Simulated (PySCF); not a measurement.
Relaxation of quintet OsH₃⁺

These are results of UPBE0/[Os def2-TZVP with ECP60, H def2-TZVP], scalar-relativistic core potentials, density fitting, no spin–orbit coupling, PySCF, not measurements. A (50,194) grid was used.

A start at or just off a symmetric point, pushed along the force that breaks its symmetry, of C2v symmetry, free to break it:

```xyz
4
charge 1 multiplicity 5, angstrom
Os    0.0010    0.0000    0.0000
H     1.6544    0.0000    0.0000
H    -0.9257    1.3819    0.0000
H    -0.9257   -1.3819    0.0000
```

**Question.** What does it relax to?

**Answer.** It ends at C2v with Os–H 1.620 Å (×2), Os–H 1.710 Å; H–Os–H 88.4°, H–Os–H 135.8° (×2). A frequency run shows 1 imaginary mode, down to 392i cm⁻¹, so it is a saddle point. Other isomers or separated fragments may lie lower.

**Question.** How much energy is released, and in how many steps?

**Answer.** 36.7 kJ/mol in 5 steps.

With open d or f shells other occupations or spin states may lie lower. At this level a triplet minimum of Cs symmetry lies 164 kJ/mol below this structure. No spin–orbit coupling is included, which matters more the heavier the element.
